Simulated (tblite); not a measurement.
Compound: C₃H₈OPSi (charge -1).
Cartesian coordinates in Å at the GFN2-xTB level; atoms count from 1:
```
atom  x, y, z in Å
C1    -1.6044   -1.2913    1.1031
C2    -0.9436   -0.5136    0.2380
C3    -1.6271    0.0981   -0.9512
O4     0.3335   -0.2442    0.3910
Si5    1.3109    0.5298   -0.7809
P6     3.2467    0.7497    0.3265
H7    -1.1085   -1.7242    1.9540
H8    -2.6521   -1.5023    0.9801
H9    -1.0658   -0.1705   -1.8445
H10   -2.6599   -0.2322   -1.0292
H11   -1.5910    1.1824   -0.8703
H12    0.8622    1.9600   -0.5466
H13    3.8002   -0.3750   -0.2358
H14    3.6981    1.5328   -0.7064
```

Computed geometry: GFN2-xTB, gas phase.

Take the most abundant isotopes and a rigid rotor. The values belong to one conformer with, in the numbering `[CH2:1]=[C:2]([CH3:3])[O:4][SiH-:5][PH2:6]`, C1–C2–O4–Si5 170°, C2–O4–Si5–P6 175°, O4–Si5–P6–H 97° and -171°.

Question: Give the principal moments of inertia and the rotational constants in MHz.

Answer: Ia = 83.59, Ib = 470.32, Ic = 541.94 u·Å²; 505379 MHz·u·Å²/I gives A = 6046, B = 1075, C = 932.5 MHz.

Question: Classify the top.

Answer: A near-prolate asymmetric top. Ray's parameter κ = (2B − A − C)/(A − C) = -0.944; −1 is the prolate and +1 the oblate limit.

Question: Is it planar, by Δ = Ic − Ia − Ib?

Answer: Not planar: Δ = Ic − Ia − Ib = -11.97 u·Å². For a rigid frame Δ = −2 Σ m c², so Σ m c² = 5.98 u·Å² lies off the ab plane: 4.74 from hydrogen and 1.25 from heavier atoms. The atom farthest from that plane is 1.25 Å away.

Question: Estimate the classical rotational partition function at 10 K, 50 K and 298.15 K.

Answer: Point group C1, symmetry number σ = 1; q = (√π/σ)·√((kT/h)³/(ABC)), k/h = 20836.6 MHz/K: 2170 at 10 K, 24200 at 50 K, 353000 at 298.15 K.

Its GFN2-xTB frequencies are all real (lowest 68 cm⁻¹). No vibrational averaging or centrifugal distortion is included, and the geometry carries the error of its method.
